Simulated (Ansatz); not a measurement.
The same path of CH₆Sn (8 atoms, charge 0, multiplicity 1) was run twice with different band settings. Lost on the way: Sn1–C2, Sn1–H6. Made: C2–H6.

Level of theory: Ansatz 0.2.0, RKS LDA/def2-SVP.

Relaxed end points:

```xyz
8
Properties=species:S:1:pos:R:3
Sn 0.454 0.017 0.044
C 1.054 -0.020 2.095
H 0.165 -0.138 2.747
H 1.746 -0.869 2.268
H 1.570 0.926 2.352
H 1.836 0.161 -0.969
H -0.587 1.355 -0.243
H -0.380 -1.432 -0.355
```

```xyz
8
Properties=species:S:1:pos:R:3
Sn 0.153 -0.477 -0.722
C 1.472 0.074 1.749
H 0.450 -0.370 1.618
H 2.152 -0.712 2.129
H 1.354 0.895 2.483
H 1.911 0.513 0.826
H -0.471 1.180 -0.467
H -1.162 -1.103 0.323
```

Common settings: movable images 5; climbing image yes; spring 5.0 eV/Å²; optimiser quadratic models (default); force threshold 0.03 eV/Å; iteration limit 60; end points relaxed.

| run | start path |
| --- | --- |
| 1 | through a guess of the saddle point |
| 2 | straight line |

What does each run give, and how far can it be trusted?

Run 1: converged after 19 iterations, highest image 1.986 eV above the first end. Neighbouring images differ by up to 1.4 eV, so the band resolves the path poorly. A vibrational analysis at the climbing image gives one clearly imaginary mode, 1017i cm⁻¹: a first-order saddle point.
Run 2: converged after 15 iterations, highest image 1.986 eV above the first end. Neighbouring images differ by up to 1.4 eV, so the band resolves the path poorly. Another band between the same ends (5 images) ends at a top of the same energy, where a vibrational analysis finds 1 clearly imaginary mode.
The orbitals stay closed-shell, which can raise the energy where a bond breaks towards radicals; this wasn't checked here.
